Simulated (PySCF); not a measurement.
## Badger's rule along the third period: bonds to Sn

r²SCAN in PySCF with def2-SVPD on every atom (core potentials on Sn), for the lowest determinant that a PBE0 search found; no spin–orbit coupling. Badger's rule says that Re = d + c·k^(−1/3) for bonds between atoms of fixed rows.

```csv
molecule,state (unpaired electrons),Re (Å),k (mdyn/Å)
SnS,singlet (closed shell),2.239,3.44
SnP,doublet (π ↑),2.363,?
SnCl,doublet (π ↑),2.415,?
SiSn,triplet (π ↑↑),2.531,?
AlSn,"quartet (σ ↑, π ↑↑)",2.658,0.926
```

**Question.** Fix c and d from SnS and AlSn.

**Answer.** c = (2.658 − 2.239)/(0.926^(−1/3) − 3.44^(−1/3)) = 1.153, d = 2.239 − c·3.44^(−1/3) = 1.475 Å.

**Question.** Predict k of the others and set the computed values beside them.

**Answer.** 

```tsv
molecule	k by the rule	k computed	difference (%)
SnP	2.19	2.40	-9
SnCl	1.85	1.85	0
SiSn	1.30	1.60	-19
```

The rule misses by 9 % on average, well for two fitted constants.

Spin–orbit coupling is left out. States were picked by a PBE0 search and need not be the measured ground states.
